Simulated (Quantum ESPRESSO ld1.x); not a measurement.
Question: The mean radii <r> (bohr) of the occupied orbitals of an atom or ion are listed with their occupations. Calculated with ld1.x of Quantum ESPRESSO 7.5: Dirac Kohn-Sham, PBE, spin-unpolarised, spherical densities, point nucleus.

orbital  occ.      <r>
1s1/2       2  0.02409
2s1/2       2   0.1026
2p1/2       2  0.08605
2p3/2       4  0.09236
3s1/2       2   0.2720
3p1/2       2   0.2617
3p3/2       4   0.2740
3d3/2       4   0.2452
3d5/2       6   0.2491
4s1/2       2   0.6225
4p1/2       2   0.6403
4p3/2       4   0.6682
4d3/2       4   0.7217
4d5/2       6   0.7317
5s1/2       2    1.509
5p1/2       2    1.707
5p3/2       4    1.797
6s1/2       2    4.504
4f5/2       3    1.203

Name the element and its charge. Open shells, if any, fill j = l - 1/2 first.

Answer: Z = 59, praseodymium, charge 0: Pr in [Xe] 4f3 6s2. The 1s radius gives Z: for a bare nucleus <r> = (2 gamma + 1)/(2Z) with gamma = sqrt(1 - (Z/c)^2), 0.02377 bohr for Z = 59, and screening makes it slightly larger (0.02409 here). The occupations add up to 59, and the charge is Z minus that.
